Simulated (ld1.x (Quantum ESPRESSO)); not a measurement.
**Ni, PAW: configuration errors across variants**

* Element: Ni (Z = 28)
* Generator: ld1.x (Quantum ESPRESSO) 7.5
* Type: PAW
* Functional: PBE
* Relativity: scalar-relativistic
* Frozen core: [Ne]
* Valence charge: 18
* Reference configuration: 3s2 3p6 3d8 4s1.5 4p0 (charge +0.5)
* Partial waves: 3s (bound): rcut 1.00, rcutus 1.20 bohr; 4s (bound): rcut 1.00, rcutus 1.20 bohr; 3p (bound): rcut 1.30, rcutus 1.50 bohr; 4p (bound, empty): rcut 1.30, rcutus 1.50 bohr; 3d (bound): rcut 1.40, rcutus 1.70 bohr; 3d channel at 0.7 Ry: rcut 1.40, rcutus 1.70 bohr
* Local potential: all-electron potential smoothed inside 0.90 bohr (lloc = -2)
* Core correction: a·sin(br)/r model core, default radius (ld1.x builds one for every PAW set, though the input has nlcc=.false.)
* Augmentation charge: BG, radius 0.95 bohr

All-electron excitation energies from the reference (eV): (1) 3s2 3p6 3d8 4s2 4p0 -3.717; (2) 3s2 3p6 3d8 4s1 4p0 5.605; (3) 3s2 3p6 3d8 4s0 4p0 22.956; (4) 3s2 3p6 3d8.5 4s1.5 4p0 -4.900; (5) 3s2 3p6 3d8 4s1 4p1 0.878.

The overlap operator is not positive definite (basis up to 400 Ry) in “base”, “waves 3d (bound): rcut 1.08, rcutus 1.14 bohr; 3d channel at 0.7 Ry: rcut 1.08, rcutus 1.14 bohr”, “waves 3d (bound): rcut 1.18, rcutus 1.26 bohr; 3d channel at 0.7 Ry: rcut 1.18, rcutus 1.26 bohr”, “waves 3d (bound): rcut 1.34, rcutus 1.42 bohr; 3d channel at 0.7 Ry: rcut 1.34, rcutus 1.42 bohr”, “waves 3d (bound): rcut 1.40, rcutus 1.60 bohr; 3d channel at 0.7 Ry: rcut 1.40, rcutus 1.60 bohr”, “waves 3d (bound): rcut 1.40, rcutus 1.78 bohr; 3d channel at 0.7 Ry: rcut 1.40, rcutus 1.78 bohr”, “waves 3d (bound): rcut 1.40, rcutus 2.04 bohr; 3d channel at 0.7 Ry: rcut 1.40, rcutus 2.04 bohr”, “waves 3d (bound): rcut 1.40, rcutus 2.32 bohr; 3d channel at 0.7 Ry: rcut 1.40, rcutus 2.32 bohr”, “waves 3d (bound): rcut 1.40, rcutus 2.58 bohr; 3d channel at 0.7 Ry: rcut 1.40, rcutus 2.58 bohr”. Such files are unfit for use, however small their errors in these radial tests.

Tests that are not counted but printed errors over 1 eV. “waves 3d (bound): rcut 1.40, rcutus 1.60 bohr; 3d channel at 0.7 Ry: rcut 1.40, rcutus 1.60 bohr”: 3s2 3p6 3d6 4s0 4p0 (solver errors, printed error -2639 eV).

Errors AE − PS in meV (a dash: test not solved or not reliable):

```csv
change,(1),(2),(3),(4),(5),bound ghosts
base,+1.3,+0.7,+8.9,-37,+8.7,not determined (overlap not positive)
"waves 3d (bound): rcut 1.08, rcutus 1.14 bohr; 3d channel at 0.7 Ry: rcut 1.08, rcutus 1.14 bohr",+1.3,+0.4,+3.8,+1.9,+14,not determined (overlap not positive)
"waves 3d (bound): rcut 1.18, rcutus 1.26 bohr; 3d channel at 0.7 Ry: rcut 1.18, rcutus 1.26 bohr",+1.3,+0.5,+2.4,+7.2,+14,not determined (overlap not positive)
"waves 3d (bound): rcut 1.34, rcutus 1.42 bohr; 3d channel at 0.7 Ry: rcut 1.34, rcutus 1.42 bohr",+1.1,+0.2,-0.3,+14,+13,not determined (overlap not positive)
"waves 3d (bound): rcut 1.40, rcutus 1.60 bohr; 3d channel at 0.7 Ry: rcut 1.40, rcutus 1.60 bohr",+1.1,+0.3,+3.2,-5.3,+9.5,not determined (overlap not positive)
"waves 3d (bound): rcut 1.40, rcutus 1.78 bohr; 3d channel at 0.7 Ry: rcut 1.40, rcutus 1.78 bohr",+1.4,+0.8,+11,-50,+8.5,not determined (overlap not positive)
"waves 3d (bound): rcut 1.40, rcutus 2.04 bohr; 3d channel at 0.7 Ry: rcut 1.40, rcutus 2.04 bohr",-2.6,-4.0,-39,-3.0,–,not determined (overlap not positive)
"waves 3d (bound): rcut 1.40, rcutus 2.32 bohr; 3d channel at 0.7 Ry: rcut 1.40, rcutus 2.32 bohr",-3.7,-4.4,-36,-34,–,not determined (overlap not positive)
"waves 3d (bound): rcut 1.40, rcutus 2.58 bohr; 3d channel at 0.7 Ry: rcut 1.40, rcutus 2.58 bohr",-3.8,-3.6,-25,-74,–,not determined (overlap not positive)
```

**Question.** Give the same row for: waves 3d (bound): rcut 1.40, rcutus 2.22 bohr; 3d channel at 0.7 Ry: rcut 1.40, rcutus 2.22 bohr.

**Answer.** -3.3, -4.4, -38, -19, –; bound ghosts: not determined (overlap not positive). Not counted: 3s2 3p6 3d8 4s1 4p1 (solver errors, printed error -3979 eV); 3s2 3p6 3d7 4s0 4p0 (solver errors, printed error -3418 eV); 1 more. Its overlap operator is not positive definite in a basis up to 400 Ry (lowest eigenvalue p -17.92), so the file is unfit for use: the generalised eigenproblem breaks down once the basis is large enough, and its test numbers describe a broken file.
